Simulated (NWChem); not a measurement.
Ionisation of sulfur difluoride (F$_{2}$S)

```
S
F 1 1.6118
F 1 1.6118 2 99.21
```
Charge 0, spin multiplicity 1.

All runs are NWChem calculations. All single points use one geometry, from PBE0/def2-SVP, a minimum by its harmonic frequencies.

Basis set: def2-TZVPD. −ε marks an orbital energy of the parent.

B3LYP has NWChem's definition, with VWN1-RPA local correlation.

Problem. For the first vertical ionisation energy, −ε(HOMO) of LDA (SVWN5) gives 6.04 eV and −ε(HOMO) of HF gives 10.99 eV. What do −ε(HOMO) of B3LYP, −ε(HOMO) of PBE give?

Solution. −ε(HOMO) of B3LYP: 7.19 eV; −ε(HOMO) of PBE: 5.90 eV.
